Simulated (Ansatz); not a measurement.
Compare A (`[SiH3]OC1=CC1`) with its isomer B (`C=C=C(O)[SiH3]`).

Program: Ansatz. Geometries: PBE0-D4/def2-TZVP. ΔE: electronic, gas phase. CCSD(T)/CBS is the MP2 limit (def2-TZVPP, def2-QZVPP) plus CCSD(T) − MP2 in def2-TZVPP, frozen cores. Functionals use def2-TZVPP. Each species was taken in one conformer, which may not be the lowest.

(1) Which is lower in electronic energy at CCSD(T)/CBS, and by how much? (An estimate is asked.)

(2) Give E(B) − E(A) in kJ/mol with ωB97M-V, PBE0-D4, HF/def2-TZVPP, PBE-D4, B2PLYP, MP2/def2-TZVPP, CCSD(T)/def2-TZVPP. (Best estimate.)

Largest T1 diagnostic: 0.013.

## Answers

(1) Ansatz gave: A, by 2.2 kJ/mol.

(2) Computed: ωB97M-V 4.4, PBE0-D4 5.3, HF/def2-TZVPP 8.3, PBE-D4 -6.7, B2PLYP 0.3, MP2/def2-TZVPP 17.7, CCSD(T)/def2-TZVPP 3.0. The order is the other way round with PBE-D4.

From PBE to PBE0 (25 % exact exchange), in def2-TZVPP and without D4, E(B) − E(A) moves by +12.1 kJ/mol.
